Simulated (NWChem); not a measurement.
**Atomisation of CH3N2S**

SMILES: C(=S)([NH])N
```xyz
7

N      0.9216    -1.0107     0.7626
C     -0.0681    -0.3122     0.2813
N     -1.3458    -0.7093     0.4549
S      0.3229     1.0194    -0.7368
H      1.7794    -0.4579     0.8158
H     -1.5024    -1.5982     0.9143
H     -2.0648    -0.3411    -0.1514
```
Charge 0, spin multiplicity 2.

Program: NWChem. All single points use one geometry, from UPBE0/def2-SVP, a minimum by its harmonic frequencies. It is one conformer; others weren't searched.

Basis set: def2-TZVP. The atomisation energy is electronic alone: no zero-point, thermal, spin-orbit or counterpoise terms. No value is extrapolated to the basis-set limit. Free atoms are single determinants with multiplicities N 4, C 3, S 3, H 2. Correlated methods freeze the same cores in atoms and molecule, 8 orbitals in all.

```tsv
method	atomisation energy (kcal/mol)	relative cost	remark
TPSS	602.7	under 3	-
r2SCAN	598.9	3	-
MP2	566.7	10	spin-contaminated
PBE0	601.1	3	-
LC-wPBE (omega 0.3 per bohr)	606.3	20	-
B3LYP	597.2	5	-
PBE	628.7	under 3	-
HF	365.3	10	spin-contaminated
LDA (SVWN5)	718.9	1	-
```

The values span 353.6 kcal/mol, from HF (lowest) to LDA (SVWN5) (highest). Relative cost: rough, from shared machines, SCF included, LDA (SVWN5) = 1. Costs are the molecule's.

B3LYP has NWChem's definition, with VWN1-RPA local correlation. GW and range-separated runs recompute their integrals, the others keep them in memory, which bears on the times. The structure started from a generated list of species. The stability of the SCF solutions was not checked. Open-shell Hartree-Fock references start from PBE0 orbitals; any time given for them includes that run.
